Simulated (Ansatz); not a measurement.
`[OH][Al]([F])[Cl]` + silanol → `[OH][Al]([F])[O][SiH3]` + HCl  (ligand exchange at the Al–Cl bond)

Calculated with Ansatz (gas phase, PBE0-D4/def2-TZVP geometries, no zero-point term in ΔE). CCSD(T)/CBS is the MP2 limit (def2-TZVPP, def2-QZVPP) plus CCSD(T) − MP2 in def2-TZVPP, frozen cores. This one scheme is used for every species. DFT in def2-TZVPP. HSE06 is defined as in plane-wave codes. One conformer a species, not always the lowest.

Q: Is it downhill or uphill in electronic energy at CCSD(T)/CBS, and by how much? (Estimate.)

A: The calculation gave: Nearly level: ΔE = +0.01 eV.

Q: What do these levels give: BLYP-D4, HSE06-D4, ωB97X-V, ωB97M-V, HSE06, HF/def2-SVP, MP2/def2-SVP, SCS-MP2/def2-TZVPP, CCSD/def2-TZVPP, MP2/def2-QZVPP, MP2/CBS(def2), CCSD/CBS(def2)? (An estimate is asked.)

A: Computed: BLYP-D4 -0.01, HSE06-D4 0.08, ωB97X-V 0.04, ωB97M-V 0.04, HSE06 0.10, HF/def2-SVP -0.05, MP2/def2-SVP -0.04, SCS-MP2/def2-TZVPP -0.03, CCSD/def2-TZVPP -0.04, MP2/def2-QZVPP 0.01, MP2/CBS(def2) 0.03, CCSD/CBS(def2) 0.00 eV.

Largest T1 diagnostic among the species: 0.012.

At CCSD(T), def2-SVP lies −0.07 eV from the extrapolated value and def2-TZVPP −0.04 eV. Leaving LDA and LC-ωPBE aside and taking each functional with its dispersion term where it has one, the values, not all of them listed here, spread over 0.14 eV, from CAM-B3LYP-D4 to revPBE-D4. LDA lies −0.05 eV from PBE without D4.
